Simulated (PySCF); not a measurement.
## How the method moves the HOMO and LUMO of `BN(B)BN`

Species: B3H7N2.
Cartesian coordinates in Å at the PBE0-D3(BJ)/def2-SVP level; atoms count from 1:
```
atom  x, y, z in Å
B1    -1.0687   -0.7612    0.5365
N2    -0.5041    0.3492   -0.1635
B3    -1.3858    1.3244   -0.7367
B4     0.9553    0.5280   -0.3174
N5     1.8750   -0.3869    0.1815
H6    -0.3552   -1.6029    1.0389
H7    -2.2664   -0.8685    0.6350
H8    -0.9264    2.2732   -1.3272
H9    -2.5801    1.1849   -0.6227
H10    1.3613    1.5035   -0.9016
H11    1.6152   -1.2242    0.6871
H12    2.8699   -0.2500    0.0765
```

Basis pcSseg-2 throughout (PySCF), one geometry. Isolated species at its PBE0-D3(BJ)/def2-SVP geometry, gas phase.

How do the orbital energies, the gap and the dipole change with the method?

```
   method                    kind  HOMO (eV)  LUMO (eV)  gap (eV)  μ (D)  SCF cycles
     BLYP                     GGA      -6.91      -2.20      4.71   2.33          15
    B97-D                     GGA      -6.99      -2.12      4.87   2.29          14
     OPBE                     GGA      -7.02      -2.16      4.86   2.34          15
      KT3                     GGA      -7.07      -2.21      4.85   2.25          14
      PBE                     GGA      -7.07      -2.37      4.71   2.36          14
      KT2                     GGA      -7.09      -2.33      4.76   2.26          14
     BP86                     GGA      -7.17      -2.41      4.75   2.35          15
      LDA                     LDA      -7.29      -2.67      4.61   2.40          14
    B97-2           global hybrid      -8.05      -1.30      6.76   2.19          13
    B3LYP           global hybrid      -8.09      -1.55      6.54   2.21          14
     PBE0           global hybrid      -8.35      -1.33      7.01   2.21          14
 mPW1PW91           global hybrid      -8.36      -1.32      7.04   2.20          14
BHandHLYP           global hybrid      -9.50      -0.26      9.24   2.05          12
CAM-B3LYP  range-separated hybrid      -9.73      -0.24      9.48   2.16          12
  wB97X-D  range-separated hybrid     -10.21       0.56     10.77   2.16          13
  LC-wPBE  range-separated hybrid     -11.15       0.94     12.09   2.14          13
       HF            Hartree–Fock     -11.41       2.12     13.53   1.88           9
```

The HOMO spans 4.51 eV, from BLYP down to HF, and the gap runs from 4.61 eV (LDA) to 13.53 eV (HF). Over the methods BLYP (0 %), B97-D (0 %), OPBE (0 %), KT3 (0 %), PBE (0 %), KT2 (0 %), BP86 (0 %), LDA (0 %), B97-2 (21 %), B3LYP (20 %), PBE0 (25 %), mPW1PW91 (25 %), BHandHLYP (50 %), HF (100 %), a straight line through the gap against the share of exact exchange rises by 0.88 eV for each 10 % (correlation coefficient 0.999). The dipole ranges from 1.88 D (HF) to 2.40 D (LDA). This basis has no diffuse functions.
